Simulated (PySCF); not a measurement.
A GIAO shielding run with PySCF 2.14.0 with density-fitted response routines (density fitting, non-relativistic, gas phase) on SMILES COC[Si@@H]([SiH3])[SiH2][SiH3], C$_{2}$H$_{14}$OSi$_{4}$:

```
$ OMP_NUM_THREADS=1 python probes_run.py task.json out

{"job": {"kind": "nmr", "xc": "HF", "basis": "pcSseg-1", "pop": false}, "charge": 0, "multiplicity": 1}
C     -2.187444     1.492772     0.124211
O     -1.151475     0.590160    -0.130616
C     -1.392989    -0.711167     0.342249
Si     0.186873    -1.687269    -0.098402
Si     0.560179    -1.305702    -2.379701
Si     1.937940    -0.702055     1.105443
Si     1.560977     1.613823     1.150461
H     -2.375570     1.601388     1.209790
H     -3.129948     1.176055    -0.362071
H     -1.889150     2.469489    -0.281402
H     -2.282989    -1.160303    -0.144485
H     -1.587172    -0.716636     1.434861
H      0.000595    -3.142420     0.204270
H     -0.721110    -1.416197    -3.145471
H      1.528746    -2.306689    -2.927938
H      1.131207     0.060029    -2.583085
H      3.252346    -0.995241     0.448491
H      1.998837    -1.221206     2.510626
H      2.730907     2.288779     1.800096
H      1.407799     2.168079    -0.226714
H      0.349494     1.923561     1.969415
```

Hardware: 1 thread of an Arm Neoverse N1, shared host.

(1) How large is the calculation?

(2) How long does it take, and how much memory does it need?

(3) And these other runs on the same molecule and hardware: GIAO shielding at PBE0/pcSseg-1?

Results:

(1) 90 electrons, 217 basis functions and 1223 auxiliary functions.

(2) 39 s of wall time, with 10 SCF cycles and 7 response iterations; peak memory 1.1 GiB. Times on a shared host scatter by some tens of per cent.

(3) PBE0/pcSseg-1: 217 functions, 75 s.
